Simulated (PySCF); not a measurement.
## Antimony: a sound run and one with changed settings

Sound run: Sb [Kr] 4d10 5s2 5p3, Sb⁺ [Kr] 4d10 5s2 5p2. Computed with PySCF 2.14 in def2-TZVP with the def2 core potential (28 electrons) (6s5p3d2f, 50 functions), with scalar relativity through the core potential. In the sound run the correlated levels freeze 4s2 4p6 4d10 outside the core potential. The sound run starts from symmetry-adapted Hartree-Fock orbitals and uses a fine grid where one is needed.

Changed run: a valence shell is frozen. This setting is unsound on purpose.

```csv
species,method,sound run (hartree),changed run (hartree),converged
Sb,MP2,-239.33763,-239.29017,yes
Sb,CCSD(T),-239.35269,-239.29455,yes
Sb⁺,MP2,-239.00739,-238.96620,yes
Sb⁺,CCSD(T),-239.02197,-238.96788,yes
```

Ionisation energy of Sb:

```
 method  sound run (eV)  changed run (eV)
    UHF           8.584             8.584
    MP2           8.986             8.816
SCS-MP2           8.864             8.661
   CCSD           8.971             8.884
CCSD(T)           8.999             8.889
```

Freezing a valence shell removes pair correlation that changes on ionisation.

For comparison, NIST gives 8.608 eV between the lowest levels.
